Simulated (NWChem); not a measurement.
System: BeGeH3Cl; SMILES [Cl][Be][GeH3]

Here is an NWChem input.

```
start job
memory heap 200 mb stack 900 mb global 1100 mb
geometry units angstroms
  Be     0.000000     0.000000     0.792304
  Cl     0.000000     0.000000     2.613609
  Ge     0.000000     0.000000    -1.393683
  H     -1.207384     0.765827    -1.974256
  H      1.266918     0.662712    -1.974256
  H     -0.059534    -1.428539    -1.974256
end
basis spherical
  * library 6-31g*
end
dft
  xc hfexch
  iterations 150
end
driver
  maxiter 120
end
task dft optimize
task dft freq
```

Excerpt of the output:

```
             Northwest Computational Chemistry Package (NWChem) 7.3.0
             --------------------------------------------------------

 C3V symmetry detected

                             Geometry "geometry" -> ""
                             -------------------------

 Output coordinates in angstroms (scale by  1.889725989 to convert to a.u.)

  No.       Tag          Charge          X              Y              Z
 ---- ---------------- ---------- -------------- -------------- --------------
    1 Be                   4.0000     0.00000000     0.00000000     0.84444784
    2 Cl                  17.0000    -0.00000000    -0.00000000     2.66575284
    3 Ge                  32.0000    -0.00000000    -0.00000000    -1.34153916
    4 H                    1.0000     1.01100639     1.01100639    -1.92211216
    5 H                    1.0000     0.37005402    -1.38106041    -1.92211216
    6 H                    1.0000    -1.38106041     0.37005402    -1.92211216

 Effective nuclear repulsion energy (a.u.)     163.7967210071

      Symmetry information
      --------------------

 Group name             C3v
 Group number             17
 Group order               6
 No. of unique centers     4

                                Z-matrix (autoz)
                                --------

 Units are Angstrom for bonds and degrees for angles

      Type          Name      I     J     K     L     M      Value
      ----------- --------  ----- ----- ----- ----- ----- ----------
    1 Stretch                  1     2                       1.82131
    2 Stretch                  1     3                       2.18599
    3 Stretch                  3     4                       1.54316
    4 Stretch                  3     5                       1.54316
    5 Stretch                  3     6                       1.54316
    6 Bend                     1     3     4               112.10000
    7 Bend                     1     3     5               112.10000
    8 Bend                     1     3     6               112.10000
    9 Bend                     2     3     4               112.10000
   10 Bend                     2     3     5               112.10000
   11 Bend                     2     3     6               112.10000
   12 Bend                     4     3     5               106.71929
   13 Bend                     4     3     6               106.71929
   14 Bend                     5     3     6               106.71929
   15 Torsion                  2     1     4     3        -180.00000
   16 Torsion                  2     1     5     3        -180.00000
   17 Torsion                  2     1     6     3         180.00000

  xc_inp: hfexch multiplicative factor not found.

                           NWChem Geometry Optimization
                           ----------------------------

 maximum gradient threshold         (gmax) =   0.000450
 rms gradient threshold             (grms) =   0.000300
 maximum cartesian step threshold   (xmax) =   0.001800
 rms cartesian step threshold       (xrms) =   0.001200
 fixed trust radius                (trust) =   0.300000
 source of zmatrix                         =   autoz

          -------------------
          Energy Minimization
          -------------------

 Using diagonal initial Hessian
 Scaling for Hessian diagonals: bonds = 1.00  angles = 0.25  torsions = 0.10

          --------
          Step   0

                                 NWChem DFT Module
                                 -----------------

 Summary of "ao basis" -> "ao basis" (spherical)
 ------------------------------------------------------------------------------
       Tag                 Description            Shells   Functions and Types
 ---------------- ------------------------------  ------  ---------------------
 Be                          6-31g*                  6       14   3s2p1d
 Cl                          6-31g*                  8       18   4s3p1d
 Ge                          6-31g*                 12       32   5s4p3d
 H                           6-31g*                  2        2   2s

      Symmetry analysis of basis
      --------------------------

        a1         28
        a2          0
        e          42

  Rotation of axis

[...]

      ----------------------
      Optimization converged
      ----------------------

  Step       Energy      Delta E   Gmax     Grms     Xrms     Xmax
  ---- ---------------- -------- -------- -------- -------- --------
@    4   -2551.01064433 -8.7D-08  0.00004  0.00001  0.00031  0.00075
                                     ok       ok       ok       ok

                                Z-matrix (autoz)
                                --------

 Units are Angstrom for bonds and degrees for angles

      Type          Name      I     J     K     L     M      Value     Gradient
      ----------- --------  ----- ----- ----- ----- ----- ---------- ----------
    1 Stretch                  1     2                       1.80960    0.00004
    2 Stretch                  1     3                       2.23576    0.00001
    3 Stretch                  3     4                       1.54356    0.00000
    4 Stretch                  3     5                       1.54356    0.00000
    5 Stretch                  3     6                       1.54356    0.00000
    6 Bend                     1     3     4               111.86137    0.00001
    7 Bend                     1     3     5               111.86137    0.00001
    8 Bend                     1     3     6               111.86137    0.00001
    9 Bend                     2     3     4               111.86137    0.00001
   10 Bend                     2     3     5               111.86137    0.00001
   11 Bend                     2     3     6               111.86137    0.00001
   12 Bend                     4     3     5               106.97891   -0.00001
   13 Bend                     4     3     6               106.97891   -0.00001
   14 Bend                     5     3     6               106.97891   -0.00001
   15 Torsion                  2     1     4     3         180.00000    0.00000
   16 Torsion                  2     1     5     3         180.00000   -0.00000
   17 Torsion                  2     1     6     3        -180.00000    0.00000

                         Geometry "geometry" -> "geometry"
                         ---------------------------------

 Output coordinates in angstroms (scale by  1.889725989 to convert to a.u.)

  No.       Tag          Charge          X              Y              Z
 ---- ---------------- ---------- -------------- -------------- --------------
    1 Be                   4.0000    -0.00000000    -0.00000000     0.87667442
    2 Cl                  17.0000    -0.00000000    -0.00000000     2.68627322
    3 Ge                  32.0000    -0.00000000    -0.00000000    -1.35908353
    4 H                    1.0000     1.01297126     1.01297126    -1.93384636
    5 H                    1.0000     0.37077321    -1.38374448    -1.93384636
    6 H                    1.0000    -1.38374448     0.37077321    -1.93384636

 Effective nuclear repulsion energy (a.u.)     162.4861546037

      Symmetry information
      --------------------

[...]

 Rotational Constants
 --------------------
 A=   2.716874 cm-1  (  3.908888 K)
 B=   0.041112 cm-1  (  0.059149 K)
 C=   0.041112 cm-1  (  0.059149 K)

 Temperature                      =   298.15K
 frequency scaling parameter      =   1.0000

 Zero-Point correction to Energy  =   17.215 kcal/mol  (  0.027433 au)
 Thermal correction to Energy     =   20.419 kcal/mol  (  0.032540 au)
 Thermal correction to Enthalpy   =   21.012 kcal/mol  (  0.033484 au)

 Total Entropy                    =   71.482 cal/mol-K
   - Translational                =   40.266 cal/mol-K (mol. weight = 120.9264)
   - Rotational                   =   23.173 cal/mol-K (symmetry #  =        3)
   - Vibrational                  =    8.043 cal/mol-K

 Cv (constant volume heat capacity) =   15.672 cal/mol-K
   - Translational                  =    2.979 cal/mol-K
   - Rotational                     =    2.979 cal/mol-K
   - Vibrational                    =    9.713 cal/mol-K

[normal modes left out]

 ----------------------------------------------------------------------------
 Normal Eigenvalue ||           Projected Infra Red Intensities
  Mode   [cm**-1]  || [atomic units] [(debye/angs)**2] [(KM/mol)] [arbitrary]
 ------ ---------- || -------------- ----------------- ---------- -----------
    1       -0.000 ||    0.000000           0.000         0.000       0.000
    2       -0.000 ||    0.000000           0.000         0.000       0.000
    3       -0.000 ||    0.000007           0.000         0.006       0.001
    4       -0.000 ||    0.000005           0.000         0.005       0.001
    5       -0.000 ||    0.000013           0.000         0.013       0.002
    6        0.000 ||    0.000015           0.000         0.014       0.002
    7      180.938 ||    0.035484           0.819        34.592       5.301
    8      180.938 ||    0.035484           0.819        34.592       5.301
    9      264.921 ||    0.005233           0.121         5.102       0.782
   10      498.675 ||    0.000497           0.011         0.484       0.074
   11      498.675 ||    0.000497           0.011         0.484       0.074
   12      888.083 ||    0.238485           5.502       232.487      35.625
   13      963.126 ||    0.055828           1.288        54.424       8.340
   14      963.126 ||    0.055828           1.288        54.424       8.340
   15     1005.287 ||    0.219732           5.069       214.206      32.824
   16     2197.361 ||    0.224888           5.188       219.232      33.594
   17     2197.361 ||    0.224888           5.188       219.232      33.594
   18     2209.084 ||    0.108087           2.494       105.368      16.146
 ----------------------------------------------------------------------------
```

Level: Hartree-Fock/6-31G* (spherical d).
